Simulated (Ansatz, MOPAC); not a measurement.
Dimer: ethylamine (SMILES CCN) (first 10 atoms) with HF (SMILES F); geometry from B3LYP-D3(BJ)/def2-TZVP, rigid monomers moved along the line of their centres of mass till N3···H12 is 2.23 Å.
(charge 0, multiplicity 1):
```xyz
12

C      1.249     0.491     0.016
C     -0.258     0.310    -0.059
N     -0.691    -0.779     0.839
H      1.566     1.318    -0.619
H      1.559     0.697     1.041
H      1.768    -0.409    -0.325
H     -0.568     0.129    -1.094
H     -0.759     1.220     0.277
H     -1.694    -0.916     0.789
H     -0.254    -1.656     0.572
F     -0.001    -0.045     3.866
H     -0.286    -0.374     2.994
```

Monomers are frozen at their geometry in the pair; levels with a basis set take the counterpoise correction.

Frozen-core correlation. The state that PM6 reach isn't checked.

Codes used: Ansatz (an electronic-structure program) with Gaussian orbitals; MOPAC for PM6 (differences of heats of formation). 

### Question
What is the computed interaction energy (PBE/def2-TZVPPD)?

### Answer
-10.7 kcal/mol

### Question
What is the computed interaction energy (CCSD(T)/aug-cc-pVDZ)?

### Answer
-9.9 kcal/mol

### Question
What is the computed interaction energy (PM6)?

### Answer
-4.9 kcal/mol
